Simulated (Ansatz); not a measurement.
Cost and result for the atomization energy of `O[SiH]1C[NH][AlH]1` (11 atoms, 11 bonds).

```xyz
11

O    -2.151   -1.026   -0.739
Si   -0.707   -0.231   -0.910
C    -0.194    0.942    0.524
N     1.175    0.467    0.783
Al    1.502   -0.967   -0.225
H    -2.191   -1.709   -0.070
H    -0.880    0.530   -2.178
H    -0.854    0.834    1.395
H    -0.220    1.996    0.219
H     1.702    1.020    1.443
H     2.818   -1.856   -0.241
```

Total charge 0; spin multiplicity 1. The geometry is a stationary point of PBE0-D4/def2-TZVP. It is one conformer, not always the lowest. Program: Ansatz. All runs use 4 threads of an Arm Neoverse V1 on a shared host. Times are those of one run each, without the atoms' runs, and a repeat can differ threefold. Electronic energies, without spin–orbit coupling; frozen cores. CCSD(T)/CBS adds CCSD(T) − MP2 in def2-TZVPP to the MP2 limit, and its time is that of the two runs behind it. T1 = 0.015. B3LYP takes the VWN-RPA correlation (the form of Gaussian; ORCA's B3LYP/G).

CCSD(T)/CBS is a level of theory with its own doubt, some kJ/mol a heavy atom from the limit and from the frozen cores, so smaller differences don't rank the functionals.

| level | functions | wall time | atomization (kcal/mol) | difference from CCSD(T)/CBS | per bond |
| --- | --- | --- | --- | --- | --- |
| PBE-D4/def2-TZVPP (with forces) | 261 | 2.8 s | 931.7 | 12.9 | 1.2 |
| PBE0-D4/def2-TZVPP | 261 | 3.8 s | 913.5 | -5.3 | -0.5 |
| B3LYP-D4/def2-TZVPP (with forces) | 261 | 6 s | 914.9 | -3.9 | -0.4 |
| r2SCAN-D4/def2-TZVPP (with forces) | 261 | 6.5 s | 917.5 | -1.3 | -0.1 |
| B2PLYP/def2-TZVPP | 261 | 7 s | 904.6 | -14.2 | -1.3 |
| ωB97X-V/def2-TZVPP | 261 | 9.5 s | 922.5 | 3.7 | 0.3 |
| ωB97M-V/def2-TZVPP (with forces) | 261 | 14 s | 920.0 | 1.2 | 0.1 |
| MP2/def2-QZVPP | 491 | 25 s | 922.3 | 3.5 | 0.3 |
| CCSD(T)/def2-TZVPP | 261 | 2.6 min | 889.7 | -29.1 | -2.6 |
| CCSD(T)/CBS(def2) | – | 3 min | 918.8 | 0.0 | 0.0 |

The D4 term adds +9.4 kcal/mol with B3LYP and +4.9 kcal/mol with PBE0; it sums over pairs of atoms, weighted by their polarisabilities, and B3LYP, whose exchange is more repulsive, gets the larger term. From PBE to PBE0 (25 % exact exchange), in def2-TZVPP and without D4, the atomization energy moves by −17.3 kcal/mol: exact exchange takes away binding that semilocal exchange gives to molecules. In def2-TZVPP, CCSD(T) changes the Hartree–Fock value by +249.0 kcal/mol (the triples alone add +15.2 kcal/mol) and MP2 by +264.2 kcal/mol; breaking electron pairs costs correlation energy, which Hartree–Fock lacks.
